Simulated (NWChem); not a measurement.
System: SiBr4; SMILES Br[Si](Br)(Br)Br

Input file for NWChem:

```
start job
memory heap 200 mb stack 900 mb global 1100 mb
geometry units angstroms noautoz
  Br    -1.829440    -1.263794     0.070922
  Si    -0.000011     0.000004     0.000012
  Br     1.799962    -1.304836    -0.081261
  Br     0.090726     1.276117     1.819994
  Br    -0.061278     1.292500    -1.809630
end
basis spherical
  Br library 6-31g*
  Si library 6-31g*
end
dft
  xc b3lyp
  iterations 150
  mulliken
end
task dft energy
```

Geometry: optimised at B3LYP/6-31G* (spherical d).

Q: Predict the main results of this run. (B3LYP/6-31G* (spherical d).) Quantities: energy (Ha); highest occupied level (eV); orbital gap (eV).

A: The energy (Ha) is -10585.17, the highest occupied level (eV) comes out as -8.44 and the orbital gap (eV) is 6.05.
